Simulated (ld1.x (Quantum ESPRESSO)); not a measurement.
## Ranking TM potentials for titanium (Ti)

All share these settings but for the change named:

ld1.x (Quantum ESPRESSO) 7.5 input, shortened:

```
&input
   title='Ti', zed=22., rel=1, dft='PBE', iswitch=3,
   config='[Ar] 3d2 4s2 4p0'
 /
 &inputp
   pseudotype=2, tm=.true., lloc=0,
   nlcc=.false.
 /
3
4P  2  1   0.00   0.00  2.90  2.90  0.0
3D  3  2   2.00   0.00  2.55  2.55  0.0
4S  1  0   2.00   0.00  2.25  2.25  0.0
 &test
   configts(1)='3d2 4s2 4p0'
 /
```

Test errors are all-electron minus pseudo excitation energies from the reference, over 3d2 4s1 4p0; 3d2 4s0 4p0; 3d1 4s0 4p0; 3d1 4s2 4p0; 3d1 4s2 4p1; 3d2 4s1.5 4p0; 3d2.5 4s1.5 4p0. None of these files shows a bound ghost.

The base gives 489.3 meV.

Of 7 variants that were run, those that failed, showed a ghost or another fault, or gave nearly equal values are left out.

A variant can come out equal or close to the base, since the largest error may sit in a test that the change hardly touches while other tests move.

Problem. Rank these variants by their largest absolute test error, smallest first.
A. wave 3d (bound): rc 2.55 bohr becomes 3d (bound): rc 3.38 bohr
B. wave 4s (bound): rc 2.25 bohr becomes 4s (bound): rc 3.32 bohr
C. core correction a·sin(br)/r model core inside 1.32 bohr
D. wave 4p (bound): rc 2.90 bohr becomes 4p (bound): rc 2.82 bohr

Solution. C (312.1 meV), B (416.1 meV), D (489.3 meV), A (859.5 meV).
